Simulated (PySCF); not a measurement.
# Computed records: B$_{2}$H$_{3}$NSi, CH$_{2}$AlBF, CH$_{5}$B$_{2}$Si, CH$_{4}$AlNSi and others

Calculation on a computer-drawn molecule: the log of a Hartree-Fock and frozen-core CCSD(T) single point meant for a local Hartree-Fock minimum, with one planted fault or none, to be diagnosed. Offsets are logged minus clean, where the clean run is the same molecule without the fault. The reference is restricted for singlets and unrestricted otherwise, and also for a bond in bohr or an excited solution. Adding or removing an electron swaps singlet and doublet. The excited solution moves the top pair (singlet) or top alpha electron (doublet) to the lowest empty orbital. Highest occupied and lowest empty are orbital energies over both spins, largest force is the largest gradient component, triples share is (T) over the correlation energy, the T1 limit is 0.02 restricted and 0.045 unrestricted, electrons count all cores, a negative frequency is imaginary (commonest isotopes), and the dipole is about the centre of nuclear charge. Program: PySCF 2.14.0.

Common to all runs: logged SCF converged yes; logged SCF stable within its kind yes; possible faults no fault, one electron removed, one electron added, multiplicity raised by two, geometry at a saddle point, SCF held on an excited solution, minimal basis STO-3G, one bond length entered in bohr, all coordinates scaled.

(1) 
```xyz
7
formula=B2H3NSi meant_charge=0 meant_multiplicity=1 meant_basis=cc-pV(D+d)Z logged_electrons=34 logged_basis_functions=80 logged_spin_squared=0 logged_highest_occupied=-7.8156 logged_lowest_empty=1.1808 logged_largest_force=3.849e-05 logged_lowest_frequency=98.731 logged_T1_diagnostic=0.01821 logged_D1_diagnostic=0.047214 logged_triples_share=0.036532 logged_CC_converged=yes logged_dipole_magnitude=1.9082 logged_energy_HF=-394.45978 logged_energy_CCSD(T)=-394.91336 planted_fault=no_fault HF_energy_offset_from_clean_run=0 CCSD(T)_energy_offset_from_clean_run=0
B      0.4466    -2.4626     1.2437
N      0.4643    -1.3253     1.7582
Si     0.6389     0.2127     2.5268
B     -1.2033     0.8763     1.9196
H      0.4301    -3.5303     0.7608
H     -2.1932     0.6891     2.5804
H     -1.3560     1.4489     0.8704
```

Units: logged_highest_occupied, logged_lowest_empty in eV; logged_largest_force in hartree/bohr; logged_lowest_frequency in cm⁻¹; logged_dipole_magnitude in debye; logged_energy_HF, logged_energy_CCSD(T) in hartree; HF_energy_offset_from_clean_run, CCSD(T)_energy_offset_from_clean_run in kcal/mol.

Drawn bonds:
```
atom  other atom  order
   1           2      2
   2           3      1
   3           4      1
   1           5      1
   4           6      1
   4           7      1
```

(2) 
```xyz
6
formula=CH2AlBF meant_charge=0 meant_multiplicity=2 meant_basis=cc-pV(D+d)Z logged_electrons=34 logged_basis_functions=75 logged_spin_squared=0 logged_highest_occupied=-15.313 logged_lowest_empty=-7.129 logged_largest_force=0.054075 logged_T1_diagnostic=0.018736 logged_D1_diagnostic=0.051744 logged_triples_share=0.031096 logged_CC_converged=yes logged_dipole_magnitude=6.2244 logged_energy_HF=-404.79772 logged_energy_CCSD(T)=-405.2717 planted_fault=one_electron_removed HF_energy_offset_from_clean_run=181.3 CCSD(T)_energy_offset_from_clean_run=182.4
B     -3.0333    -2.2651     2.2172
C     -2.9520    -1.4736     1.0987
Al    -4.1933     0.0041     1.0883
F     -4.1462     1.0031    -0.2401
H     -3.1853    -2.8748     3.2117
H     -2.2978    -1.5650     0.2383
```

Units: logged_highest_occupied, logged_lowest_empty in eV; logged_largest_force in hartree/bohr; logged_dipole_magnitude in debye; logged_energy_HF, logged_energy_CCSD(T) in hartree; HF_energy_offset_from_clean_run, CCSD(T)_energy_offset_from_clean_run in kcal/mol.

Drawn bonds:
```
atom  other atom  order
   1           2      2
   2           3      1
   3           4      1
   1           5      1
   2           6      1
```

(3) 
```xyz
9
formula=CH5B2Si meant_charge=1 meant_multiplicity=1 meant_basis=cc-pV(D+d)Z logged_electrons=34 logged_basis_functions=90 logged_spin_squared=0.7145 logged_highest_occupied=-14.838 logged_lowest_empty=-5.1433 logged_largest_force=0.018834 logged_T1_diagnostic=0.062282 logged_D1_diagnostic=0.27163 logged_triples_share=0.042272 logged_CC_converged=yes logged_dipole_magnitude=1.2789 logged_energy_HF=-378.63881 logged_energy_CCSD(T)=-379.05793 planted_fault=one_bond_length_entered_in_bohr,row_4_of_the_drawn_bonds HF_energy_offset_from_clean_run=76.44 CCSD(T)_energy_offset_from_clean_run=76.77
B     -0.6419    -0.9437     0.3615
B      0.1947     0.0014     1.5002
C      0.9230     0.7619     2.4567
Si     2.3931     0.1489     3.1690
H     -2.5314    -0.1297    -0.5475
H     -0.2098    -2.0150     0.0704
H      0.5598     1.7455     2.7511
H      3.1513     0.9192     4.1514
H      2.9082    -1.1677     2.7950
```

Units: logged_highest_occupied, logged_lowest_empty in eV; logged_largest_force in hartree/bohr; logged_dipole_magnitude in debye; logged_energy_HF, logged_energy_CCSD(T) in hartree; HF_energy_offset_from_clean_run, CCSD(T)_energy_offset_from_clean_run in kcal/mol.

Drawn bonds:
```
atom  other atom  order
   1           2      1
   2           3      1
   3           4      2
   1           5      1
   1           6      1
   3           7      1
   4           8      1
   4           9      1
```

Notes: T1 above single-reference limit.

(4) 
```xyz
8
formula=CH4AlNSi meant_charge=0 meant_multiplicity=1 meant_basis=cc-pV(D+d)Z logged_electrons=44 logged_basis_functions=94 logged_spin_squared=0 logged_highest_occupied=-7.2853 logged_lowest_empty=1.4952 logged_largest_force=3.223e-05 logged_lowest_frequency=78.774 logged_T1_diagnostic=0.017005 logged_D1_diagnostic=0.050553 logged_triples_share=0.037862 logged_CC_converged=yes logged_dipole_magnitude=1.4219 logged_energy_HF=-625.44447 logged_energy_CCSD(T)=-625.96351
Al    -1.3495    -1.0303    -2.2713
N      0.3071    -0.4565    -1.7534
C      0.4265     0.1992    -0.5231
Si    -0.4586     1.5779     0.0206
H      1.1857    -0.7887    -2.1125
H      1.1696    -0.1984     0.1689
H     -1.4830     2.2264    -0.8139
H     -0.4001     1.9614     1.4375
```

Units: logged_highest_occupied, logged_lowest_empty in eV; logged_largest_force in hartree/bohr; logged_lowest_frequency in cm⁻¹; logged_dipole_magnitude in debye; logged_energy_HF, logged_energy_CCSD(T) in hartree.

Drawn bonds:
```
atom  other atom  order
   1           2      1
   2           3      1
   3           4      2
   2           5      1
   3           6      1
   4           7      1
   4           8      1
```

(5) 
```xyz
8
formula=CH5BN meant_charge=0 meant_multiplicity=2 meant_basis=cc-pVDZ logged_electrons=23 logged_basis_functions=67 logged_spin_squared=3.7816 logged_highest_occupied=-4.9381 logged_lowest_empty=-2.7927 logged_largest_force=0.04982 logged_dipole_magnitude=0.51913 logged_energy_HF=-119.63748
B     -1.1824     0.3313     0.0933
N      0.1449     0.7580     0.0050
C      1.2738    -0.0300    -0.2110
H     -1.4385    -0.8315    -0.0597
H     -2.0360     1.1446     0.3181
H      0.3424     1.7289     0.1403
H      2.1941     0.4608    -0.4926
H      1.1139    -1.0697    -0.4542
```

Units: logged_highest_occupied, logged_lowest_empty in eV; logged_largest_force in hartree/bohr; logged_dipole_magnitude in debye; logged_energy_HF in hartree.

Drawn bonds:
```
atom  other atom  order
   1           2      1
   2           3      1
   1           4      1
   1           5      1
   2           6      1
   3           7      1
   3           8      1
```

Notes: coupled-cluster numbers left out as unreliable.

(6) 
```xyz
10
formula=B2H6N2 meant_charge=0 meant_multiplicity=1 meant_basis=cc-pVDZ logged_electrons=30 logged_basis_functions=86 logged_spin_squared=2.0091 logged_highest_occupied=-7.1216 logged_lowest_empty=-0.34601 logged_largest_force=0.07288 logged_T1_diagnostic=0.020731 logged_D1_diagnostic=0.11189 logged_triples_share=0.027095 logged_CC_converged=yes logged_dipole_magnitude=3.9087 logged_energy_HF=-161.69287 logged_energy_CCSD(T)=-162.25005
B     -0.9012     1.4157    -0.9201
B     -1.0542     0.6091     0.6035
N     -0.0479     0.7681     1.5898
N     -2.1851    -0.2073     0.8587
H      0.1537     1.5055    -1.4992
H     -1.8419     1.9271    -1.4765
H      0.7978     1.2668     1.4186
H     -0.0896     0.3623     2.5019
H     -2.3197    -0.7296     1.6998
H     -2.9499    -0.2788     0.2237
```

Units: logged_highest_occupied, logged_lowest_empty in eV; logged_largest_force in hartree/bohr; logged_dipole_magnitude in debye; logged_energy_HF, logged_energy_CCSD(T) in hartree.

Drawn bonds:
```
atom  other atom  order
   1           2      1
   2           3      1
   2           4      1
   1           5      1
   1           6      1
   3           7      1
   3           8      1
   4           9      1
   4          10      1
```

## Withheld values
1. CH$_{4}$AlNSi (entry 4): planted fault?
2. Which fault was planted in the run of CH$_{5}$BN (entry 5)?
3. B$_{2}$H$_{6}$N$_{2}$ (entry 6): planted fault?

## Answers
1. no fault
2. multiplicity raised by two
3. multiplicity raised by two

Further results for CH$_{4}$AlNSi (entry 4):

```
HF energy offset from clean run      : 0 kcal/mol
CCSD(T) energy offset from clean run : 0 kcal/mol
```

Further results for CH$_{5}$BN (entry 5):

```
HF energy offset from clean run : 167.5 kcal/mol
```

Further results for B$_{2}$H$_{6}$N$_{2}$ (entry 6):

```
HF energy offset from clean run      : 80.07 kcal/mol
CCSD(T) energy offset from clean run : 85.37 kcal/mol
```
